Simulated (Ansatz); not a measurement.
WOCl3, SMILES [O]=[W]([Cl])([Cl])[Cl] (connectivity only; charge and spin as stated), neutral, multiplicity 2.

Coordinates come from a B3LYP-D3(BJ)/def2-SVP optimisation. The spin state was assumed, not searched. The isomer is the one that the SMILES or the coordinates give; other isomers of the formula were not compared. The def2 effective core potentials stand for the cores of W; spin–orbit coupling is left out.

Two levels are set side by side: PBE/def2-SVPD (Ansatz, an electronic-structure program) and PBE0/def2-SVPD (Ansatz). Energy differences of separate SCF runs at the same geometry; the states with an electron removed or added have multiplicity 1 and 3. Differences are taken from unrounded values.

```json
[
 {"quantity": "vertical ionisation energy (eV)", "PBE0": "8.79"},
 {"quantity": "vertical electron affinity (eV)", "PBE0": "2.32"}
]
```

Question: What does PBE give, and how far is it from PBE0? (The exact figures need the calculation; the answer reports its results.)

Answer: 
```
quantity                          PBE  PBE minus PBE0
-------------------------------  ----  --------------
vertical ionisation energy (eV)  8.23           -0.57
vertical electron affinity (eV)  1.94           -0.38
```
